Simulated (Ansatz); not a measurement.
Consider the hydrogenolysis of the Si–Al bond: `[NH2][AlH][SiH2][TeH]` + H₂ → `[SiH3][TeH]` + `[NH2][AlH2]`.

Gas-phase electronic energies from Ansatz, PBE0-D4/def2-TZVP geometries. CBS: MP2 limit from def2 TZ/QZ plus the TZ coupled-cluster correction, frozen cores. This one scheme is used for every species. DFT in def2-TZVPP. B3LYP here is the variant with VWN-RPA as its local correlation; programs differ in this. def2 core potentials past Kr. For Te outer-core shells are correlated without core-valence functions, which leaves a few kJ/mol of doubt a bond. One conformer a species, not always the lowest.

`[NH2][AlH][SiH2][TeH]`:

```xyz
10

N    -1.175   -1.941   -0.166
Al    0.098   -0.795   -0.597
Si   -0.173    1.554   -0.037
Te    1.669    1.782    1.671
H    -1.100   -2.942   -0.258
H    -2.061   -1.695    0.243
H     1.442   -1.349   -1.227
H    -1.397    1.887    0.745
H    -0.027    2.587   -1.101
H     2.723    0.913    0.727
```

H₂:

Z-matrix (Å, degrees):
```
H
H 1 0.746
```

`[SiH3][TeH]`:

Z-matrix (Å, degrees):
```
Si
Te 1 2.494
H 1 1.484 2 111.4
H 1 1.484 2 111.4 3 122.4
H 1 1.484 2 104.9 3 -118.8
H 2 1.658 1 91.7 3 -60.9
```

`[NH2][AlH2]`:

Z-matrix (Å, degrees):
```
N
Al 1 1.766
H 1 1.007 2 124.9
H 1 1.007 2 124.9 3 180.0
H 2 1.583 1 117.9 3 -180.0
H 2 1.583 1 117.9 3 0.0
```

CCSD(T)/CBS gives -0.1 kJ/mol.

Q: Another level gave -2.7 kJ/mol. Which?
A. PBE-D4/def2-TZVPP
B. MP2/def2-TZVPP
C. B3LYP/def2-TZVPP
D. CCSD/def2-TZVPP

A: B. MP2/def2-TZVPP -2.7, B3LYP -14.7, CCSD/def2-TZVPP -10.2, PBE-D4 13.8 kJ/mol.

Largest T1 diagnostic among the species: 0.012.

In def2-TZVPP, CCSD(T) changes the Hartree–Fock value by +34.2 kJ/mol (the triples alone add +6.7 kJ/mol) and MP2 by +35.0 kJ/mol. From PBE to PBE0 (25 % exact exchange), in def2-TZVPP and without D4, ΔE moves by −6.3 kJ/mol.
